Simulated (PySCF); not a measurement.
**Ionisation energy of Rb by level of theory**

Rb [Kr] 5s1 (2S) → Rb⁺ [Kr] (1S), as a difference of total energies. Calculation: PySCF 2.14, in cc-pVDZ-X2C; scalar relativity by spin-free X2C-1e. The calculations carry no spin-orbit coupling.

```csv
method,ionisation energy (eV),error (eV)
UHF,3.803,-0.374
B3LYP,4.310,+0.133
M06-L,3.524,-0.653
```

Reference: 4.177 eV (measured; NIST Atomic Spectra Database, ionization energies).
